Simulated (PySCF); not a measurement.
**Continuum solvent and chemical shifts**

Atom-mapped SMILES (the numbers label the heavy atoms): `[CH2:1]=[C:2]([CH2:3][CH2:4][CH3:5])[c:6]1[cH:7][cH:8][cH:9][cH:10][cH:11]1`. Each H is labelled by its parent atom. Ha(C1) is cis to C3; Hb(C1) is trans to C3.

GIAO PBE0/pcSseg-1 in PySCF 2.14.0 with density-fitted response routines on one PBE0-D3(BJ)/def2-SVP conformer, non-relativistic, equivalent nuclei averaged. Solvents enter as an IEF-PCM continuum (benzene with ε = 2.3, chloroform with ε = 4.7) around the gas-phase geometry. Shifts are referred to TMS computed in the same medium.

In benzene, δ in ppm: C2 160.4, C6 147.0, C8/C10 134.5, C9 133.9, C7/C11 132.6, C1 120.5, C3 42.0, C4 26.2, C5 16.6, H(C7)/H(C11) 7.58, H(C8)/H(C10) 7.54, H(C9) 7.47, Hb(C1) 5.48, Ha(C1) 5.46. Dipole moment 0.47 D.

(1) How does each δ change in the more polar medium?

(2) Which nuclei move most (in ppm), and what does the model miss?

Results:

(1) 
| atoms | environment | Δδ, chloroform |
| --- | --- | --- |
| C2 | fully substituted alkene carbon | +0.6 |
| C6 | substituted aromatic carbon | +0.3 |
| C8/C10 | aromatic CH | +0.4 |
| C9 | aromatic CH | +0.5 |
| C7/C11 | aromatic CH | +0.4 |
| C1 | terminal =CH2 carbon | +0.4 |
| C3 | allylic sp3 CH2 | 0.0 |
| C4 | sp3 CH2 | +0.3 |
| C5 | methyl carbon | 0.0 |
| H(C7)/H(C11) | hydrogen on an aromatic CH | +0.06 |
| H(C8)/H(C10) | hydrogen on an aromatic CH | +0.06 |
| H(C9) | hydrogen on an aromatic CH | +0.06 |
| Hb(C1) | hydrogen on a terminal =CH2 carbon | +0.03 |
| Ha(C1) | hydrogen on a terminal =CH2 carbon | +0.05 |

Changes are relative to benzene. The dipole moment becomes 0.51 D in chloroform.

(2) C2 (fully substituted alkene carbon, +0.6 ppm) in chloroform. A continuum only polarises the solute; specific hydrogen bonds, the anisotropy of aromatic solvents and changes of geometry or conformer are outside it.
